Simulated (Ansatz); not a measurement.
`BN([SiH3])CC` + `C=C` → `BN([SiH3])CC=C` + CH₄ at 600 K and 1 bar (formal exchange of groups at a C–C bond).

Isolated molecules relaxed with PBE0-D4/def2-TZVP in Ansatz; ΔE leaves out vibrations. CCSD(T)/CBS is the MP2 limit (def2-TZVPP, def2-QZVPP) plus CCSD(T) − MP2 in def2-TZVPP, frozen cores. This one scheme is used for every species. One conformer a species, not always the lowest.

| species | CCSD(T)/CBS energy (Eh) | H − E (kJ/mol) | S (J/(mol·K)) |
| --- | --- | --- | --- |
| `BN([SiH3])CC` | -450.74134 | 387.7 | 466.3 |
| `C=C` | -78.48111 | 161.6 | 257.2 |
| `BN([SiH3])CC=C` | -488.76701 | 408.0 | 493.9 |
| CH₄ | -40.46206 | 140.4 | 215.7 |

H − E and S are ideal-gas, rigid-rotor, harmonic terms from PBE0-D4/def2-TZVP, for one conformer and one mirror image of each species. 1 Eh = 2625.50 kJ/mol, R = 8.31446 J/(mol·K).

Question: By hand: ΔE, ΔH, ΔS and ΔG.

Answer: ΔE = (-488.76701) + (-40.46206) − (-450.74134) − (-78.48111) = -0.00662 Eh = -17.4 kJ/mol. Δ(H − E) = 408.0 + 140.4 − 387.7 − 161.6 = -0.9, so ΔH = -18.3 kJ/mol. ΔS = 493.9 + 215.7 − 466.3 − 257.2 = -13.9 J/(mol·K). ΔG = -18.3 − 600 × (-13.9)/1000 = -10.0 kJ/mol.

Question: By hand: the equilibrium constant, and the temperature at which ΔG would vanish if ΔH and ΔS stayed fixed.

Answer: log₁₀ K = −ΔG/(RT ln 10) = 0.9. ΔG = 0 at ΔH/ΔS = 1317 K, though so small a ΔS makes that figure unsure.

TΔS isn't small against ΔH here. A doubt of 5 kJ/mol in ΔE shifts log₁₀ K by 0.4 here. Other conformers and mirror images would add mixing entropy, several J/(mol·K) or more a flexible species. Modes under 60 cm⁻¹, often nearly free rotors, make the harmonic entropy too high. These are equilibria of isolated gas molecules and say nothing of rates. Largest T1 diagnostic: 0.012 (customary marks: 0.02 for closed shells, 0.045 for open ones).
